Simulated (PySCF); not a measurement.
# What a mistake does to a calculation on BH5OSi

These are calculations, not measurements. They come from PySCF 2.14.0, an open-source quantum chemistry program, on an isolated molecule that a program drew, which may never have been made. The molecule is BH5OSi (charge 0, singlet), drawn as the SMILES string `B[SiH2]O`.

Each row is a Hartree-Fock (HF) and frozen-core CCSD(T) single point in the cc-pV(D+d)Z basis, meant for a local HF minimum. Run 1 is clean. Each other run has one planted mistake out of seven kinds, and not every kind appears here: one electron removed, one electron added, multiplicity raised by two, geometry at a saddle point, minimal basis STO-3G, one bond length entered in bohr, all coordinates scaled. The reference is restricted for singlets and unrestricted otherwise, and also for a bond in bohr. Adding or removing an electron swaps singlet and doublet. Electrons count all cores. HOMO and LUMO are orbital energies over both spins, the gradient is its largest component, and the lowest frequency (negative if imaginary) is given only where the gradient is small. Bond lengths are over the 7 bonds as drawn. T1 is the CCSD diagnostic: over 0.02 (restricted) or 0.045 (unrestricted) a single reference is doubtful.

Geometry of the clean run:
```xyz
8
BH5OSi, angstrom
B    -1.8139    1.7452    0.5383
Si   -0.1488    0.5951    0.6525
O    -0.5488   -0.9478    1.1104
H    -1.7102    2.8994    0.2217
H    -2.9132    1.3290    0.7729
H     0.8080    1.1887    1.6251
H     0.5423    0.5786   -0.6650
H     0.1415   -1.5862    1.2067
```

```
run,electrons,basis functions,<S^2>,HOMO (eV),LUMO (eV),gradient (hartree/bohr),lowest frequency (cm^-1),mean bond (Å),longest bond (Å),T1,HF (hartree),CCSD(T) (hartree),mistake
1,32,76,0.000,-11.18,1.42,4.0e-05,105,1.4294,2.027,0.0113,-391.40093,-391.82183,no fault
2,32,76,2.011,-7.77,-1.39,5.2e-02,-,1.4294,2.027,0.0173,-391.27974,-391.69346,multiplicity raised by two
3,32,76,0.826,-8.68,0.97,7.6e-03,-,1.6185,2.812,0.0460,-391.29181,-391.70517,one bond length entered in bohr
4,32,24,0.000,-9.03,6.26,5.7e-02,-,1.4294,2.027,0.0085,-386.69434,-386.83723,minimal basis STO-3G
5,31,76,0.761,-17.98,-8.81,8.9e-02,-,1.4294,2.027,0.0274,-391.03410,-391.43530,one electron removed
6,33,76,0.760,-0.44,8.69,4.5e-02,-,1.4294,2.027,0.0110,-391.38077,-391.82058,?
```

**Which mistake was planted in run 6, and what did it cost?**

It counts 33 electrons, one more than the clean run, at the same geometry and basis. So the mistake is: one electron added. Subtracting run 1 and multiplying by 627.51 kcal/mol a hartree, the energy moved by 12.7 kcal/mol in HF and 0.8 kcal/mol in CCSD(T).

Cautions from the logs. Run 3: T1 is over the limit, so its CCSD(T) energy is less reliable; run 6: the added electron raises the CCSD(T) energy, so it isn't bound in this basis.
